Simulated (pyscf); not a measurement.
PySCF, gas phase, ωB97X-D3(BJ)/def2-SVP geometries. Correlated levels are frozen-core, on RHF or UHF. ΔMP2 is the change of the MP2 total energy from the triple- to the quadruple-zeta basis.

Q: PBE/def2-TZVP puts the barrier of cyclic C₄H₃ (SMILES [CH]1C2=CC12) [doublet] -> •HC=CH–C≡CH (double ring opening; doublet surface; C–C, C–C broken, none formed) at 124.9 kJ/mol and the reaction energy at -83.2 kJ/mol, from the reactant's lowest minimum found. What do B3LYP-D3(BJ)/def2-TZVP, M06-2X/def2-TZVP, CCSD(T)/def2-TZVPP + ΔMP2(QZVPP) give on the same structures?

A: B3LYP-D3(BJ): ΔE‡ = 124.4 kJ/mol, ΔE = -111.8 kJ/mol; M06-2X: ΔE‡ = 127.3 kJ/mol, ΔE = -104.5 kJ/mol; CCSD(T): ΔE‡ = 136.4 kJ/mol, ΔE = -102.7 kJ/mol. PBE's barrier matches one of them and lies within 11.5 kJ/mol of the others. Its reaction energy lies over all of them, by 19.5 to 28.7 kJ/mol. cyclic C₄H₃ (SMILES [CH]1C2=CC12) [doublet] lies 150.1 kJ/mol over its isomer •HC=C=C=CH₂, and others may lie lower still (electronic energy, ωB97M-D3(BJ)). •HC=CH–C≡CH lies 52.5 kJ/mol over its isomer •HC=C=C=CH₂, and others may lie lower still (electronic energy, ωB97M-D3(BJ)). This is the saddle that the search found; another between the same sides may lie lower. The CCSD(T) − MP2 part came from Ansatz, without density fitting, on the same reference. An open-shell T1 diagnostic exceeds 0.045. A UHF reference is spin-contaminated (<S²> up to 1.20), which harms MP2 most.
